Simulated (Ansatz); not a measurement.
The same path of C3H8FGeN (14 atoms, charge 0, multiplicity 1) was run twice with different band settings. The coordinate that changes most is the dihedral H11–C2–N3–Ge4.

The calculation used RKS PBE0-D4/def2-SVP (Ansatz 0.2.0).

Relaxed end points:

```xyz
14
Properties=species:S:1:pos:R:3
C 0.224 -1.840 0.661
C 0.028 -0.936 -0.536
N -0.469 0.360 -0.135
Ge 0.193 1.839 0.777
C -0.531 1.469 -0.990
F -1.774 1.863 -1.394
H 0.577 -2.835 0.351
H -0.719 -1.960 1.214
H 0.971 -1.418 1.354
H -0.706 -1.388 -1.227
H 0.979 -0.851 -1.104
H -0.648 2.229 1.989
H 1.716 1.941 0.932
H 0.147 1.496 -1.863
```

```xyz
14
Properties=species:S:1:pos:R:3
C 0.957 -1.486 -0.083
C -0.410 -1.015 -0.555
N -0.764 0.330 -0.162
Ge -0.632 1.463 1.298
C -0.104 1.494 -0.575
F -0.744 2.251 -1.518
H 1.157 -2.516 -0.418
H 1.021 -1.471 1.017
H 1.765 -0.849 -0.477
H -1.191 -1.693 -0.174
H -0.472 -1.072 -1.657
H -1.984 1.953 1.813
H 0.423 1.138 2.364
H 0.967 1.444 -0.844
```

Common settings: spring 5.0 eV/Å²; optimiser quadratic models (default); start path IDPP; force threshold 0.05 eV/Å; end points relaxed.

| run | movable images | climbing image | iteration limit |
| --- | --- | --- | --- |
| 1 | 7 | yes | 57 |
| 2 | 6 | no | 60 |

Question: What does each run give, and how far can it be trusted?

Answer: Run 1: converged after 4 iterations, highest image 0.045 eV above the first end. A vibrational analysis at the climbing image gives one clearly imaginary mode, 54i cm⁻¹: a first-order saddle point.
Run 2: converged after 4 iterations, highest image 0.046 eV above the first end. No image climbed, so the highest image needn't sit at the top of the path.
